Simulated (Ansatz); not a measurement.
K₂F₂, relaxed as a triplet with UKS PBE0-D4/def2-TZVP in Ansatz, starting from the PBE0-D4/def2-TZVP geometry of the neutral singlet. Force threshold 0.02 eV/Å.

In the triplet, F3 and F4 lie 1.96 Å apart (atoms count from 1), so these atoms are partly bonded to each other. The relaxation made no stability test and no search for a lower SCF solution. At PBE0-D4/def2-TZVP a singlet of charge 0 lies 4.68 eV below the triplet, each at its own geometry. The structure comes from a short search, and lower isomers may exist.

Start:

```xyz
4

K    -0.005   -0.160    1.735
K     0.005    0.160   -1.735
F     0.604   -1.496   -0.136
F    -0.604    1.496    0.136
```

```tsv
step	energy (eV)	largest force component (eV/Å)	SCF passes
1	-38069.8801	1.107	56
2	-38070.2447	0.427	27
3	-38070.5732	0.499	23
4	-38070.8987	0.609	23
5	-38071.1493	0.074	21
6	-38071.1510	0.025	22
7	-38071.1513	0.000	15
```

Force components are those of the run's own axes.

End:

```xyz
4

K    -0.007   -0.213    2.308
K     0.007    0.212   -2.308
F     0.366   -0.905   -0.082
F    -0.365    0.905    0.082
```

By distances, no bond broke or formed. The bond that changes most is K1–F4, from 2.38 to 2.52 Å (atoms count from 1). A close non-bonded pair moves further: F3–F4, from 3.24 to 1.96 Å.

No frequencies were taken in this run, so the end may be a saddle point.

Hardware: 4 threads of Arm Neoverse V2 on a shared host. Wall time 14 s.
